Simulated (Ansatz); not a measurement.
Geometry optimisation, RKS PBE/def2-SVP in Ansatz.

Input file:

```yaml
crystal:
  periodic: [false, false, false]
  atoms:
    - { symbol: W, position_ang: [0.0, 0.0, 0.0] }
    - { symbol: H, position_ang: [0.8322, 0.0, 1.7303] }
    - { symbol: F, position_ang: [1.8273, 0.0, 0.9293] }
    - { symbol: Cl, position_ang: [0.0, 2.39, 0.0] }
    - { symbol: Cl, position_ang: [-2.39, 0.0, 0.0] }
    - { symbol: F, position_ang: [0.0, -1.85, 0.0] }
    - { symbol: Cl, position_ang: [0.0, 0.0, -2.39] }
basis:
  gaussian: { orbitals: def2-SVP }
hamiltonian:
  xc: pbe
relax:
  f_tol: 0.15
  max_steps: 25
  restrain:
    - { distance: [1, 2], at: 2.12, k: 30.0 }
    - { distance: [0, 1], at: 1.72, k: 30.0 }
    - { distance: [0, 2], at: 1.85, k: 30.0 }
output:
  orbitals: {}
```

Command:

```bash
$ ansatz run input.yaml --threads 4 --pin off --max-ram 5120MiB --backend cpu --events-out ev --progress --plain --runs-dir out
```

**Question.** Where does it end, and by what steps?

**Answer.** The run converged. The restraints hold the end off the free minimum; the threshold counts their pulls, which the force column leaves out. Restrained pairs: H2–F3 (1.28 → 2.13 Å), W1–H2 (1.92 → 1.71 Å), W1–F3 (2.05 → 1.86 Å). After 7 steps the energy has fallen by 3.200 eV (the restraints' own energy left out); F3 moved furthest, 0.70 Å.

```csv
step,energy less start (eV),largest force component (eV/Å),accepted
0,0.0000,2.931,yes
1,-1.2837,2.944,yes
2,-2.1843,1.596,yes
3,-2.9436,0.832,yes
4,-3.1438,0.714,yes
5,-3.1827,0.858,yes
6,-3.1955,0.748,yes
7,-3.2005,0.707,yes
```

```xyz
7
Properties=species:S:1:pos:R:3
W 0.007 0.078 -0.034
H 0.269 -0.076 1.653
F 1.852 0.097 0.235
Cl -0.020 2.341 0.254
Cl -2.246 0.051 0.341
F -0.045 -1.788 0.147
Cl 0.453 -0.164 -2.327
```

Run time: 31 s on 4 threads of Arm Neoverse V1, with other jobs on the host, peak memory 0.29 GiB.
